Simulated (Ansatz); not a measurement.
Basis-set series for `F/C=C\C=C(F)F`. Total charge 0; spin multiplicity 1. Geometry: relaxed with PBE0-D4/def2-TZVP. It is one conformer, not always the lowest.

```tsv
functional	basis	functions	energy (Eh)	HOMO (eV)	LUMO (eV)
PBE0-D4	def2-SVP	113	-452.90350	-6.61	-0.54
PBE0-D4	def2-TZVPP	259	-453.43728	-6.71	-0.69
ωB97M-V	def2-SVP	113	-453.22212	-8.68	1.63
ωB97M-V	def2-TZVPP	259	-453.77012	-8.81	1.43
```

Give the rows for def2-QZVPP. (Best estimate.)

Computed: 
```
functional       basis  functions  energy (Eh)  HOMO (eV)  LUMO (eV)
   PBE0-D4  def2-QZVPP        489   -453.46052      -6.75      -0.75
   ωB97M-V  def2-QZVPP        489   -453.79192      -8.85       1.35
```

Positive LUMOs are unbound and depend on the basis.
